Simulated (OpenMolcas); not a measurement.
**OpenMolcas run: Nd3+**

Nd3+ with 4 ligands (fluoride) in tetrahedral coordination (Td) at 2.16 Å. A charge of +0.25 e stands 3.2 Å behind each ligand. Ligand basis ANO-RCC-VDZP.

Input:

```
&GATEWAY
Coord
5

Nd 0.0 0.0 0.0
F 1.247077 1.247077 1.247077
F 1.247077 -1.247077 -1.247077
F -1.247077 1.247077 -1.247077
F -1.247077 -1.247077 1.247077
Basis=Nd.ANO-RCC-VDZP,F.ANO-RCC-VDZP
Group=NoSym
NoMove
AngMom=0.0 0.0 0.0
AMFI
RICD
XField
4 Angstrom 0
3.094598 3.094598 3.094598 0.250000
3.094598 -3.094598 -3.094598 0.250000
-3.094598 3.094598 -3.094598 0.250000
-3.094598 -3.094598 3.094598 0.250000
&SEWARD
&RASSCF
FileOrb=start.orb
Symmetry=1
Spin=4
nActEl=3 0 0
Inactive=47
Ras2=7
CIRoot=35 35 1
SDav=35
CIMx=300
Iter=150 100
PrWF=0.3
OrbListing=Nothing
MaxOrb=0
LevShft=1.0
>>> COPY $Project.JobIph JOB001
&RASSCF
FileOrb=start.orb
Symmetry=1
Spin=2
nActEl=3 0 0
Inactive=47
Ras2=7
CIRoot=112 112 1
SDav=112
CIMx=300
Iter=150 100
PrWF=0.3
OrbListing=Nothing
MaxOrb=0
CIOnly
LevShft=1.0
>>> COPY $Project.JobIph JOB002
&RASSI
NrOfJobIphs=2 30 43
1 2 3 4 5 6 7 8 9 10 11 12 13 14 15 16 17 18 19 20 21 22 23 24 25 26 27
28 29 30
1 2 3 4 5 6 7 8 9 10 11 12 13 14 15 16 17 18 19 20 21 22 23 24 25 26 27
28 29 30 31 32 33 34 35 36 37 38 39 40 41 42 43
IphNames
JOB001
JOB002
EJob
SpinOrbit
DIPRint=1.0
SOCoupling=1000.0
Subsets=2
Property=9
'ANGMOM' 1 'ANGMOM' 2 'ANGMOM' 3 'MLTPL  1' 1 'MLTPL  1' 2 'MLTPL  1' 3
'AMFI' 1 'AMFI' 2 'AMFI' 3
SOProperty=3
'ANGMOM' 1 'ANGMOM' 2 'ANGMOM' 3
```

Launched by
```bash
OMP_NUM_THREADS=1 MOLCAS_MEM=2457 MOLCAS_PROJECT=a pymolcas a.inp > a.log  # once for each step of the input, in one work folder
```

A driver script runs the steps one by one and writes start.orb anew before each from the orbitals found so far, so a CI-only block uses the converged orbitals of the first block.

Output, cut to the results:

```
--- SEWARD ---
Basis set label: ND.ANO-RCC...7S6P4D2F1G.

      Electronic valence basis set:
      ------------------
      Associated Effective Charge  60.000000 au
      Associated Actual Charge     60.000000 au
      Nuclear Model: Point charge

      Shell  nPrim  nBasis  Cartesian Spherical Contaminant
         s      25       7        X
         p      22       6        X
         d      15       4                 X
         f      11       2                 X
         g       4       1                 X
                  Relativistic Douglas-Kroll-Hess integrals:
                    - DKH order of Hamiltonian: 2
                    - DKH order of Properties : 0
                  Atomic mean-field integrals
--- RASSCF ---
Wave function specifications:
      -----------------------------

      Number of closed shell electrons          94
      Number of electrons in active shells       3
      Max number of holes in RAS1 space          0
      Max nr of electrons in RAS3 space          0
      Number of inactive orbitals               47
      Number of active orbitals                  7
      Number of secondary orbitals              70
      Spin quantum number                      1.5
      State symmetry                             1
Orbital specifications:
      -----------------------

      Symmetry species                           1
                                                 a
      Frozen orbitals                            0
      Inactive orbitals                         47
      Active orbitals                            7
      RAS1 orbitals                              0
      RAS2 orbitals                              7
      RAS3 orbitals                              0
      Secondary orbitals                        70
      Deleted orbitals                           0
      Number of basis functions                124
      Number of CSFs                            35
      Number of root(s) required                35
      Iter CI   SX   CI       RASSCF       Energy    max ROT     max BLB   max BLB  Level Ln srch  Step   QN
          iter iter root      energy       change     param      element    value   shift minimum  type update
 Nr of preliminary CI iterations:   1
      Total energies have been shifted. Add               -10000.00 au
        1   1   10    0   -14.07087824    0.00E+00  -5.23E-02   40 108 1 -2.97E-01*  0.79   0.00    SX    NO
        2   1    9    0   -14.69700827   -6.26E-01*  1.68E-02   37  55 1  5.99E-02*  0.95   0.00    SX    NO
        3   1    9    0   -14.75108327   -5.41E-02*  9.27E-03   29  89 1  3.79E-02*  0.97   0.00    SX    NO
        4   1    9    0   -14.76707000   -1.60E-02*  5.62E-03   37  55 1  2.03E-02*  0.97   0.00    SX    NO
        5   1    8    0   -14.77284172   -5.77E-03*  7.67E-03   37  55 1  1.23E-02*  0.98   2.50    LS   YES
        6   1    8    0   -14.77619913   -3.36E-03* -2.48E-03   26  78 1 -5.68E-03*  0.99   1.13    QN   YES
        7   1    8    0   -14.77651804   -3.19E-04* -1.60E-03   26  78 1 -3.18E-03*  0.99   1.65    LS   YES
        8   1    8    0   -14.77657713   -5.91E-05*  8.18E-04   29  89 1 -2.49E-03*  0.98   1.01    QN   YES
        9   1    7    0   -14.77662269   -4.56E-05*  3.81E-04   25  86 1 -4.94E-04*  0.98   1.47    LS   YES
       10   1    7    0   -14.77662778   -5.09E-06*  2.56E-04   44 116 1  8.99E-04*  0.98   1.00    QN   YES
       11   1    7    0   -14.77663252   -4.74E-06*  2.74E-04   44 116 1  3.77E-04*  0.98   2.07    LS   YES
       12   1    6    0   -14.77663428   -1.76E-06* -4.81E-05   20  81 1 -4.27E-04*  0.98   1.02    QN   YES
       13   1    6    0   -14.77663489   -6.15E-07* -3.65E-05   21  82 1 -1.13E-04*  0.98   1.76    LS   YES
       14   1    6    0   -14.77663503   -1.39E-07*  5.42E-05   18  88 1 -1.80E-04*  0.98   0.99    QN   YES
       15   1    5    0   -14.77663515   -1.16E-07*  2.98E-05   17  87 1 -5.12E-05   0.98   1.39    QN   YES
       16   1    5    0   -14.77663517   -2.42E-08*  1.34E-05   32  85 1 -1.18E-05   0.98   1.28    QN   YES
       17   1    4    0   -14.77663518   -9.21E-09  -4.39E-06   18  88 1  9.35E-06   0.98   1.05    QN   YES
      Convergence after 17 iterations
       18   1    4    0   -14.77663518   -8.09E-10  -4.39E-06   27  79 1 -2.84E-06   0.98   1.05    QN   YES
      Natural orbitals and occupation numbers for root  1
      sym 1:   0.434366   0.192514   0.501462   0.501462   0.501462   0.434366   0.434366
...
--- RASSI ---
SPIN-FREE ENERGIES:
  (Shifted by EMIN (a.u.) =     -10014.8431496083)

 SF State       Relative EMIN(au)   Rel lowest level(eV)    D:o, cm**(-1)

     1             0.0000000000        0.0000000000              0.0000
     2             0.0000721583        0.0019635283             15.8369
     3             0.0002515267        0.0068443904             55.2037
     4             0.0002515267        0.0068443904             55.2037
     5             0.0002515267        0.0068443904             55.2037
     6             0.0002786145        0.0075814861             61.1488
     7             0.0002786145        0.0075814861             61.1488
     8             0.0002786145        0.0075814861             61.1488
     9             0.0021333901        0.0580525012            468.2250
    10             0.0021333901        0.0580525012            468.2250
    11             0.0022761425        0.0619369936            499.5555
    12             0.0022761425        0.0619369936            499.5555
    13             0.0022761425        0.0619369936            499.5555
    14             0.0649157809        1.7664483876          14247.3671
    31             0.0650143633        1.7691309500          14269.0034
    32             0.0650143633        1.7691309500          14269.0034
    33             0.0650143633        1.7691309500          14269.0034
    34             0.0651844464        1.7737591475          14306.3323
    35             0.0651844464        1.7737591475          14306.3323
    36             0.0657254837        1.7884815221          14425.0763
    37             0.0657254837        1.7884815221          14425.0763
    38             0.0657254837        1.7884815221          14425.0763
    39             0.0660256820        1.7966503362          14490.9622
    40             0.0660256820        1.7966503362          14490.9622
    41             0.0660256820        1.7966503362          14490.9622
...
```

Spin-orbit levels above the lowest (labels of Td):

```
E (cm-1)  Degeneracy  Label      2S+1     J   |mJ| (%)               g
     0.0           4     Γ8         4  4.52   5/2 (49)                
   101.3           4     Γ8         4  4.53   3/2 (49)                
   386.7           2     Γ7         4  4.51   1/2 (58)  2.64 2.64 2.64
    1982           2     Γ7         4  5.52   7/2 (73)  3.45 3.45 3.45
    2015           4     Γ8         4  5.52   5/2 (37)                
    2085           2     Γ6         4  5.52   3/2 (46)  3.42 3.42 3.42
    2221           4     Γ8         4  5.50   1/2 (41)                
    4092           2     Γ7         4  6.52   9/2 (69)  5.43 5.43 5.43
    4120           4     Γ8         4  6.52   7/2 (38)                
    4153           2     Γ6         4  6.52   5/2 (63)  2.96 2.96 2.96
    4326           2     Γ6         4  6.50   3/2 (57)  2.37 2.37 2.37
    4356           4     Γ8         4  6.51   1/2 (43)                
    6265           4     Γ8         4  7.52  11/2 (38)                
    6279           4     Γ8         4  7.52   5/2 (27)                
    6614           4     Γ8         4  7.51   3/2 (28)                
    6621           2     Γ6         4  7.51  13/2 (40)  6.81 6.81 6.81
    6631           2     Γ7         4  7.51   1/2 (51)  5.94 5.94 5.94
   15642           4     Γ8  2 (87 %)  4.40   7/2 (45)                
   15730           2     Γ7         2  4.51   1/2 (58)  3.48 3.48 3.48
   15765           4     Γ8  4 (65 %)  2.89   1/2 (40)
```

High states are left out of the spin-orbit mixing, which shifts the levels that they would mix with. Without dynamic correlation the ligand-field splitting of an f shell can come out too small, at times by half. The first state left out of the spin-orbit step lies near 35000 cm-1 above the lowest spin-free state of the reference (among the parities and spins computed), and the lists stop at four fifths of that energy or lower. No measured value stands beside these numbers; the geometry was imposed, not optimised, and the real ion may take another.

The RASSCF and RASSI steps took 50 s on 1 thread of Arm Neoverse V1 (shared host); the integral step is not counted.
